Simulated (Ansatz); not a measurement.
Molecular dynamics of BClF₂H₂

Input file:

```yaml
crystal:
  periodic: [false, false, false]
  atoms:
    - { symbol: B, position_ang: [0.107569, -0.214219, 0.027893] }
    - { symbol: H, position_ang: [0.048257, 0.281413, 1.249977] }
    - { symbol: Cl, position_ang: [1.655827, 0.183488, -0.753408] }
    - { symbol: F, position_ang: [-1.04304, -0.069995, -0.63595] }
    - { symbol: F, position_ang: [0.152483, -1.717321, 0.683398] }
    - { symbol: H, position_ang: [0.079606, -0.808367, 1.38849] }
basis:
  gaussian: { orbitals: "6-31G*" }
hamiltonian:
  xc: pbe
  dispersion: d4
md:
  timestep: 0.5
  n_steps: 200
  ensemble: nve
  temperature: 300.0
  initial_velocities: maxwell_boltzmann
  seed: 5154
```

Command:

```bash
$ ansatz run input.yaml --threads 1 --pin off --max-ram 2048MiB --backend cpu --events-out ev --progress --plain --runs-dir out
```

It starts at the highest image of a converged band. Of that band: Neighbouring images differ by up to 1.3 eV, so the band resolves the path poorly. A vibrational analysis at the climbing image gives one clearly imaginary mode, 991i cm⁻¹: a first-order saddle point.

Output, in part (step lines, the closing report, with atoms numbered from 0):

```
md step     0: t =     0.00 fs  T =   300.0 K  F+E_penalty+E_count = -18654.73998663 eV  E_kin = 0.155112 eV  conserved = -18654.58487463 eV  (25 SCF iters)
[... lines left out ...]
Total energy: -18654.92488806 eV, -685.5558448740 hartree
Atom 0 at    -0.004768     0.772844    -0.402687 Å, force     1.253758     0.181595    -0.229751 eV/Å
Atom 1 at     0.027111     1.857040     0.029417 Å, force    -0.758979     0.730615     0.413595 eV/Å
Atom 2 at     1.649264     0.231407    -0.745084 Å, force    -0.151160    -0.581035    -0.093362 eV/Å
Atom 3 at    -1.050970     0.039003    -0.679348 Å, force    -0.378423    -0.376675     0.003436 eV/Å
Atom 4 at     0.226128    -2.501227     1.079323 Å, force     0.078767     1.010046    -1.229924 eV/Å
Atom 5 at     0.297703    -1.934293     0.289636 Å, force    -0.043962    -0.964545     1.136006 eV/Å
Dipole moment:    -0.088430     0.390050    -0.266087 e Å
```

The steps, from the saved trajectory:

| time (fs) | T (K) | potential energy less start (eV) | conserved less start (meV/atom) |
| --- | --- | --- | --- |
| 0 | 300 | 0.000 | 0.00 |
| 3 | 212 | 0.046 | 0.04 |
| 6 | 126 | 0.090 | 0.05 |
| 9 | 133 | 0.087 | 0.05 |
| 12 | 240 | 0.031 | 0.04 |
| 15 | 377 | -0.040 | 0.02 |
| 18 | 491 | -0.099 | 0.02 |
| 21 | 631 | -0.171 | 0.07 |
| 24 | 922 | -0.322 | -0.04 |
| 27 | 1075 | -0.401 | 0.01 |
| 30 | 1041 | -0.383 | 0.03 |
| 33 | 979 | -0.351 | -0.02 |
| 36 | 913 | -0.316 | 0.04 |
| 39 | 896 | -0.308 | 0.07 |
| 42 | 1000 | -0.362 | -0.06 |
| 45 | 944 | -0.333 | 0.01 |
| 48 | 862 | -0.290 | 0.08 |
| 51 | 921 | -0.321 | -0.03 |
| 54 | 922 | -0.322 | -0.03 |
| 57 | 807 | -0.262 | 0.08 |
| 60 | 813 | -0.265 | 0.00 |
| 63 | 852 | -0.286 | -0.04 |
| 66 | 833 | -0.275 | 0.05 |
| 69 | 843 | -0.281 | 0.03 |
| 72 | 852 | -0.285 | -0.03 |
| 75 | 870 | -0.295 | 0.05 |
| 78 | 947 | -0.334 | 0.03 |
| 81 | 890 | -0.305 | -0.03 |
| 84 | 800 | -0.258 | 0.05 |
| 87 | 880 | -0.299 | 0.07 |
| 90 | 979 | -0.351 | -0.05 |
| 93 | 907 | -0.314 | 0.00 |
| 96 | 769 | -0.242 | 0.08 |
| 99 | 695 | -0.204 | 0.01 |

The run went to its last step. The conserved energy stayed within 0.094 meV per atom of its start (net change 0.082 meV per atom), so the integration is sound. The kinetic energy rose, since the run started high on the potential surface and went downhill. It ends in pieces (BClFH + FH), so much of that is their flight and rotation, not heat. A run of 0.1 ps of so small a system gives no equilibrium averages. The orbitals stay closed-shell, which can raise the energy where a bond breaks towards radicals; this wasn't checked here.

Between its relaxed ends the band would form B1–F5, H2–H6 and break B1–H2, F5–H6. These pairs go: B1–F5 1.64 → 3.60 Å, H2–H6 1.10 → 3.81 Å, B1–H2 1.32 → 1.17 Å, F5–H6 1.15 → 0.97 Å. In the last frame they stand as before the step (other bonds may differ from the relaxed reactants and products). It ends as BClFH + FH. Pairs count as bonded within 1.25 times the sum of covalent radii (0.12 Å more for H–H).

Last frame:

```xyz
6
Properties=species:S:1:pos:R:3
B -0.005 0.773 -0.403
H 0.027 1.857 0.029
Cl 1.649 0.231 -0.745
F -1.051 0.039 -0.679
F 0.226 -2.501 1.079
H 0.298 -1.934 0.290
```

Time of the run: 4.9 min on 1 thread of Intel(R) Xeon(R) Platinum 8259CL CPU @ 2.50GHz (Skylake/Cascade Lake) (shared host), peak memory 0.12 GiB.
